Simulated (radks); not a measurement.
Effect of the nuclear size on the strontium ion Sr+, [Kr] 5s1. Method: Dirac Kohn-Sham, PBE, spin-unpolarised, spherical densities, finite nucleus; Fermi nuclear charge, rms radius 4.224 fm; computed with a radial shooting solver on a logarithmic mesh with Libxc functionals. The rms radius is varied about that value; shifts are against it.

rms radius (fm) = 3.3792: total energy shift (eV) -0.300; density at nucleus (e/bohr^3) 6.221e+04; 1s1/2 shift (meV) -127; 2s1/2 shift (meV) -13.1; 3p1/2 shift (meV) 0.213; 4s1/2 shift (meV) -0.270
rms radius (fm) = 3.9663: total energy shift (eV) -0.0980; density at nucleus (e/bohr^3) 6.132e+04; 1s1/2 shift (meV) -41.5; 2s1/2 shift (meV) -4.28; 3p1/2 shift (meV) 0.070; 4s1/2 shift (meV) -0.088
rms radius (fm) = 4.224: total energy shift (eV) 0; density at nucleus (e/bohr^3) 6.098e+04; 1s1/2 shift (meV) 0.000; 2s1/2 shift (meV) 0.000; 3p1/2 shift (meV) 0.000; 4s1/2 shift (meV) 0.000
rms radius (fm) = 4.4014: total energy shift (eV) 0.0707; density at nucleus (e/bohr^3) 6.076e+04; 1s1/2 shift (meV) 30.0; 2s1/2 shift (meV) 3.09; 3p1/2 shift (meV) -0.050; 4s1/2 shift (meV) 0.064
rms radius (fm) = 4.7182: total energy shift (eV) 0.204; density at nucleus (e/bohr^3) 6.039e+04; 1s1/2 shift (meV) 86.3; 2s1/2 shift (meV) 8.90; 3p1/2 shift (meV) -0.145; 4s1/2 shift (meV) 0.183

Slopes of the eigenvalues against <r^2> in GHz/fm^2, as finite differences over the two radii next to the reference (eigenvalue slopes, not the field-shift constants of lines): 1s1/2 4750, 2s1/2 490, 3p1/2 -7.96, 4s1/2 10.1.
